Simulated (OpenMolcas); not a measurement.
Ni2+ with its 6 nearest fluoride ions at 1.995 Å, on the Mg site of KMgF3 (a = 3.973 Å, distance in the model lattice 1.986 Å). The rest of the host is ab initio model potentials to 7.6 Å, with orthogonalisation functions on the cations behind the ligands, and point charges beyond; the distance is set by hand and nothing relaxes. Ligand basis ANO-RCC-VDZP.
```
Ni    0.0000    0.0000    0.0000
F     1.9950    0.0000    0.0000
F     0.0000    1.9950    0.0000
F    -1.9950    0.0000    0.0000
F     0.0000   -1.9950    0.0000
F     0.0000    0.0000    1.9950
F     0.0000    0.0000   -1.9950
```

```
Program             : OpenMolcas
Method              : CASSCF
Basis               : ANO-RCC-VTZP [6s5p3d2f1g]
Scalar Hamiltonian  : DKH2, point nucleus
Active space        : 8 electrons in 5 orbitals (3d)
State averaging     : 2S+1 = 3 even, 10 roots; 2S+1 = 1 even, 15 roots
Spin-orbit coupling : state interaction with AMFI integrals over the reference wave functions
```

(1) What is the spin-free ground state (labels of O, the rotations of Oh)?

(2) Where is the first state of the same spin?

(3) What are the lowest two levels with spin-orbit coupling?

(4) What is χT at 300 K, and how does it compare with the textbook value?

(5) Which ligand-field parameters describe the states?

Results:

(1) 3A2, 1-fold in its orbital part, 100 % from free-ion F terms; it has the highest spin that d8 allows.

(2) 3T2 at 7060 cm-1 above the ground state.

(3) A 3-fold level T2, then a 2-fold level E 6793 cm-1 above it. Their leading multiplicities are 3 (100 %) and 3 (100 %).

(4) The lowest level has 2S+1 = 3, for which the spin-only value is χT = S(S+1) / 2 = 1.000 cm3 K/mol (g = 2). The computed 1.430 at 300 K differs by +0.430, through orbital momentum, spin-orbit coupling and any other state in reach.

(5) A least-squares ligand-field fit to the states below 45000 cm-1, each weighted by its degeneracy and with a free common offset, gives 10Dq = 6864 cm-1, B = 1287 cm-1 and C = 4743 cm-1 (C/B = 3.68), with an rms deviation of 91 cm-1. 

Without dynamic correlation the repulsion within the d shell is too large (B by tens of per cent), so at a given field states of lower spin stand too high. Ligand-to-metal charge-transfer states are missing. With no ligand orbital active B as a rule stays too high, so bands that hang on it stand too high and its fall with covalency is understated. With metal d orbitals alone and no dynamic correlation 10Dq can be off by a tenth to a fifth, either way, in oxide and fluoride hosts. No measured value stands beside these numbers; the geometry was set by hand and not optimised.
